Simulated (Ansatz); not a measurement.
C8H16 can be A, `C=C(C)CC(C)(C)C`, or B, `C[C@@H]1CCCC[C@@H]1C`.

Calculated with Ansatz (gas phase, PBE0-D4/def2-TZVP geometries, no zero-point term in ΔE). CBS: MP2 limit from def2 TZ/QZ plus the TZ coupled-cluster correction, frozen cores. DFT in def2-TZVPP. One conformer a species, not always the lowest.

A:

Z-matrix (Å, degrees):
```
C
C 1 1.497
H 1 1.091 2 111.6
H 1 1.096 2 110.1 3 120.2
H 1 1.093 2 111.8 3 -121.8
C 2 1.505 1 116.9 3 177.7
C 2 1.330 1 121.3 3 -4.4
C 6 1.546 2 116.9 1 -94.3
H 6 1.096 2 108.8 1 28.0
H 6 1.095 2 109.1 1 143.8
H 7 1.085 2 121.5 1 -177.1
H 7 1.085 2 121.5 1 2.3
C 8 1.526 6 107.4 2 174.5
C 8 1.525 6 110.4 2 -66.7
C 8 1.525 6 111.6 2 54.9
H 13 1.093 8 110.8 6 178.2
H 13 1.094 8 111.1 6 -61.8
H 13 1.094 8 111.1 6 58.3
H 14 1.094 8 110.4 6 -178.3
H 14 1.092 8 111.3 6 61.7
H 14 1.094 8 111.1 6 -58.7
H 15 1.094 8 110.2 6 175.8
H 15 1.094 8 111.5 6 56.3
H 15 1.092 8 111.4 6 -64.9
```

B:

Z-matrix (Å, degrees):
```
C
C 1 1.524
H 1 1.092 2 112.5
H 1 1.093 2 110.2 3 -119.7
H 1 1.092 2 111.6 3 120.9
C 2 1.530 1 111.7 3 66.1
C 2 1.537 1 113.7 3 -58.6
H 2 1.098 1 107.0 3 -176.5
C 6 1.523 2 112.7 1 -71.4
H 6 1.095 2 109.8 1 52.1
H 6 1.097 2 108.7 1 168.2
C 7 1.526 2 111.6 1 71.1
C 7 1.519 2 113.1 1 -55.5
H 7 1.100 2 105.9 1 -173.0
C 9 1.522 6 111.0 2 -55.9
H 9 1.094 6 109.9 2 -178.1
H 9 1.096 6 109.9 2 65.3
H 12 1.097 7 109.5 2 -66.6
H 12 1.095 7 109.3 2 177.7
H 13 1.094 7 111.4 2 -51.4
H 13 1.093 7 110.8 2 -171.5
H 13 1.093 7 111.5 2 69.1
H 15 1.098 9 109.0 6 -66.0
H 15 1.094 9 110.5 6 177.3
```

Problem. Which isomer does CCSD(T)/CBS put lower? Give the gap. (Estimate.)

Solution. Ansatz gave: B, by 17.2 kcal/mol.

Problem. Give E(B) − E(A) in kcal/mol with LDA (SPW92), BLYP-D4, PBE-D4, CCSD(T)/def2-SVP, MP2/def2-TZVPP, B2PLYP, CCSD/def2-TZVPP. (Best estimate.)

Solution. The calculation gave: LDA (SPW92) -23.1, BLYP-D4 -11.9, PBE-D4 -17.5, CCSD(T)/def2-SVP -19.2, MP2/def2-TZVPP -18.5, B2PLYP -15.6, CCSD/def2-TZVPP -18.0. None reverses the order clearly.

Largest T1 diagnostic: 0.009.

Leaving LDA and LC-ωPBE aside and taking each functional with its dispersion term where it has one, the values, not all of them listed here, spread over 9.9 kcal/mol, from PBE-QIDH to BLYP-D4. LDA lies −6.1 kcal/mol from PBE without D4. From r2SCAN to r2SCAN0 (25 % exact exchange), in def2-TZVPP and without D4, E(B) − E(A) moves by −2.6 kcal/mol.
